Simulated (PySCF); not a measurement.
Numbering as in the mapped SMILES `[F:1][CH2:2][C:3]#[C:4][C:5]([F:6])([F:7])[F:8]`. Each H is labelled by its parent atom.

- GIAO PBE0/pcSseg-1 shieldings
- coordinates at the PBE0-D3(BJ)/def2-SVP level
- run in PySCF 2.14.0 with density-fitted response routines
- no relativistic terms, no solvent, fast rotation and ring inversion assumed for equivalent nuclei, a single conformation

δ = σ(ref) − σ, references computed at the same level: ¹³C (σ = 184.41 ppm), ¹H (σ = 31.27 ppm) against TMS; ¹⁹F (σ = 177.25 ppm) vs CFCl3.

| atoms | nucleus | count | δ (ppm) |
| --- | --- | --- | --- |
| C2 | ¹³C | 1 | 70.1 |
| F6/F7/F8 | ¹⁹F | 3 | -63.9 |
| H(C2) | ¹H | 2 | ? |
| C4 | ¹³C | 1 | 83.2 |
| C5 | ¹³C | 1 | ? |
| C3 | ¹³C | 1 | 86.6 |
| F1 | ¹⁹F | 1 | -252.3 |

Estimate the values marked ?.

Results:


- C5: 119.1 ppm, CF3 carbon; 3 electronegative neighbours deshield it
- H(C2): 5.12 ppm, hydrogen on a propargylic sp3 CH2 bonded to F; its carbon carries F, hence the downfield position

Shifts are as computed. Against solution values, carbons near 30 ppm lie about +2 ppm off and those near 130 ppm about +5 ppm. Of 1309 compounds with measured shifts, 239 miss one by over three times the rms of a fit or turn the order of signals round; such compounds aren't used in these exercises. Unscaled 19F shifts against computed CFCl3 carry errors that often reach 10 to 50 ppm.
